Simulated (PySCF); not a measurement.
silanone (H2OSi), SMILES O=[SiH2]. Coordinates come from a ωB97X-D3(BJ)/def2-TZVP optimisation.

Problem. Give the equilibrium geometry at ωB97X-D3(BJ)/def2-TZVP (PySCF confirms it by a frequency run) as a Z-matrix, and its point group. (The exact figures need the calculation; the answer reports its results.)

Solution. point group C2v.
```
Si
O 1 1.5149
H 1 1.4815 2 124.14
H 1 1.4815 3 111.73 2 180.00
```
Charge 0, spin multiplicity 1.
